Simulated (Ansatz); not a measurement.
Correlation energies of C2H9BOSi (`CCBO[SiH3]`) by basis set

Cartesian coordinates in Å:
```
C -0.6754 -2.3566 -0.3254
C -0.2766 -1.0009 -0.8984
B -0.1650 0.1606 0.1417
O 0.6368 1.2252 -0.1113
Si 0.9344 2.6144 0.7326
H -0.8235 -3.1038 -1.1085
H -1.6044 -2.2863 0.2461
H 0.0906 -2.7422 0.3525
H -1.0446 -0.6688 -1.6159
H 0.6441 -1.0701 -1.4882
H -0.8065 0.1559 1.1670
H 0.1647 2.6248 2.0035
H 0.5372 3.7665 -0.1125
H 2.3882 2.6814 1.0168
```

Charge 0, multiplicity 1. Geometry: relaxed with PBE0-D4/def2-TZVP. It is one conformer, not always the lowest. Frozen core, restricted reference, Ansatz. CBS rows extrapolate triple and quadruple zeta; past MP2 they add the triple-zeta difference.

```
     basis     HF (Eh)  MP2 corr.  CCSD corr.       (T)  CCSD(T) total
  def2-SVP  -469.31900   -0.65464    -0.71967  -0.01868     -470.05735
def2-TZVPP  -469.63309   -0.81200    -0.86867  -0.03107     -470.53283
def2-QZVPP  -469.65147   -0.86874           –         –              –
 CBS(def2)  -469.65400   -0.91077    -0.96744     as TZ     -470.65251
```
